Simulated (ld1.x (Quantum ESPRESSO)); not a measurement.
What one change does to a pseudopotential (Sn, TM)

Sn (Z = 50), norm-conserving Troullier–Martins (Kleinman–Bylander form), made with ld1.x (Quantum ESPRESSO) 7.5 (PW91, scalar-relativistic). Core [Kr] 4d10, reference 5s2 5p2. Waves: 5s (bound): rc 1.70 bohr; 5p (bound): rc 2.65 bohr. Local part: all-electron potential smoothed inside 1.70 bohr (lloc = -2). Core correction: none.

All-electron outer shells of the reference configuration (PW91, scalar-relativistic, ld1.x):

```json
{"shell": "4p", "level (eV)": "-89.73", "outermost node (bohr)": "0.41", "outermost maximum (bohr)": "0.79"}
{"shell": "4d", "level (eV)": "-25.88", "outermost node (bohr)": "0.39", "outermost maximum (bohr)": "0.88"}
{"shell": "5s", "level (eV)": "-10.62", "outermost node (bohr)": "0.98", "outermost maximum (bohr)": "2.01"}
{"shell": "5p", "level (eV)": "-3.74", "outermost node (bohr)": "1.09", "outermost maximum (bohr)": "2.55"}
```

Change: core correction a·sin(br)/r model core inside 1.04 bohr.

Cutoffs: the cutoffs (Ry, on a coarse ladder) from which the occupation-weighted sum of valence levels, in a spherical-Bessel basis at the reference potential, stays within 10 and 1 mRy of its value at 400 Ry; they do not see the model core or the augmentation charge, which bear on the density cutoff. Errors are all-electron minus pseudo energies relative to the spin-unpolarised reference configuration.

Predict the effect on cutoff, ghosts and configuration errors.

The potential gets neither clearly harder nor softer (25 Ry and 50 Ry → 25 Ry and 50 Ry); of the 7 tests that both files solve, the error grows in 5 and shrinks in 2 by more than 15 % and 0.3 meV (median size 14.2 → 29.8 meV); neither file shows a bound ghost. A model core, the more so a compact one, raises the density cutoff, which this test does not measure.

| quantity | base | changed |
| --- | --- | --- |
| cutoff, loose | 25 Ry | 25 Ry |
| cutoff, tight | 50 Ry | 50 Ry |
| bound ghosts | none | none |
| error for 5s2 5p1, meV [ΔE 6.93 eV] | +2.7 | -6.7 |
| error for 5s2 5p0, meV [ΔE 20.96 eV] | +37 | -56 |
| error for 5s1 5p0, meV [ΔE 52.04 eV] | +185 | -314 |
| error for 5s2 5p1.5, meV [ΔE 2.64 eV] | +0.2 | -1.3 |
| error for 5s1 5p2, meV [ΔE 14.61 eV] | +14 | -30 |
| error for 5s2 5p2.3, meV [ΔE -0.86 eV] | +0.4 | +0.1 |
| error for 5s0 5p4, meV [ΔE 14.24 eV] | +73 | -57 |
| s: phases at 2.91 bohr within 0.05 rad from the reference energy up to (Ry; the scan ends near 5) | 0.6 | 0.6 |
| p: phases at 2.91 bohr within 0.05 rad from the reference energy up to (Ry; the scan ends near 5) | 1.8 | 1.8 |
